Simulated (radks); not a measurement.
Values are calculated unless marked as measured or tabulated.
Isoelectronic series with 6 electrons, each ion in its NIST ground configuration. Level of theory: scalar-relativistic Kohn-Sham, PBE, spin-polarised, spherical densities, point nucleus; open shells are filled with parallel spins first (a radial shooting solver on a logarithmic mesh with Libxc functionals). Total energies (hartree) and mean radii <r> (bohr) (* marks an orbital that is empty in some or all of the ions):

| ion | configuration | E (hartree) | 2p down* | 2p up | 2s down | 2s up | 1s down |
|---|---|---|---|---|---|---|---|
| C | [He] 2s2 2p2 | -37.81029 | 1.928 | 1.746 | 1.607 | 1.555 | 0.2704 |
| N+ | [He] 2s2 2p2 | -54.02007 | 1.320 | 1.252 | 1.267 | 1.232 | 0.2293 |
| O2+ | [He] 2s2 2p2 | -73.25079 | 1.026 | 0.9878 | 1.044 | 1.020 | 0.1991 |
| F3+ | [He] 2s2 2p2 | -95.50023 | 0.8433 | 0.8189 | 0.8873 | 0.8701 | 0.1758 |
| Ne4+ | [He] 2s2 2p2 | -120.76963 | 0.7177 | 0.7004 | 0.7718 | 0.7588 | 0.1574 |
| Mg6+ | [He] 2s2 2p2 | -180.38062 | 0.5544 | 0.5444 | 0.6125 | 0.6043 | 0.1300 |
| Al7+ | [He] 2s2 2p2 | -214.73065 | 0.4980 | 0.4901 | 0.5552 | 0.5484 | 0.1196 |
| Si8+ | [He] 2s2 2p2 | -252.11718 | 0.4522 | 0.4457 | 0.5076 | 0.5020 | 0.1107 |
| P9+ | [He] 2s2 2p2 | -292.54606 | 0.4142 | 0.4088 | 0.4676 | 0.4628 | 0.1031 |
| S10+ | [He] 2s2 2p2 | -336.02369 | 0.3820 | 0.3775 | 0.4333 | 0.4292 | 0.09636 |
| Cl11+ | [He] 2s2 2p2 | -382.55704 | 0.3546 | 0.3506 | 0.4037 | 0.4002 | 0.09048 |
| Ar12+ | [He] 2s2 2p2 | -432.15362 | 0.3308 | 0.3274 | 0.3779 | 0.3748 | 0.08526 |
| K13+ | [He] 2s2 2p2 | -484.82144 | 0.3100 | 0.3070 | 0.3551 | 0.3524 | 0.08061 |
| Ca14+ | [He] 2s2 2p2 | -540.56909 | 0.2916 | 0.2890 | 0.3349 | 0.3325 | 0.07642 |
| Sc15+ | [He] 2s2 2p2 | -599.40567 | 0.2753 | 0.2730 | 0.3168 | 0.3146 | 0.07265 |
| Ti16+ | [He] 2s2 2p2 | -661.34083 | 0.2607 | 0.2586 | 0.3006 | 0.2986 | 0.06922 |
| V17+ | [He] 2s2 2p2 | -726.38478 | 0.2476 | 0.2457 | 0.2859 | 0.2841 | 0.06609 |
| Cr18+ | [He] 2s2 2p2 | -794.54828 | 0.2357 | 0.2340 | 0.2726 | 0.2709 | 0.06322 |
| Mn19+ | [He] 2s2 2p2 | -865.84264 | 0.2249 | 0.2234 | 0.2604 | 0.2589 | 0.06059 |
| Fe20+ | [He] 2s2 2p2 | -940.27977 | 0.2151 | 0.2136 | 0.2492 | 0.2478 | 0.05816 |
| Co21+ | [He] 2s2 2p2 | -1017.87215 | 0.2060 | 0.2047 | 0.2389 | 0.2377 | 0.05592 |
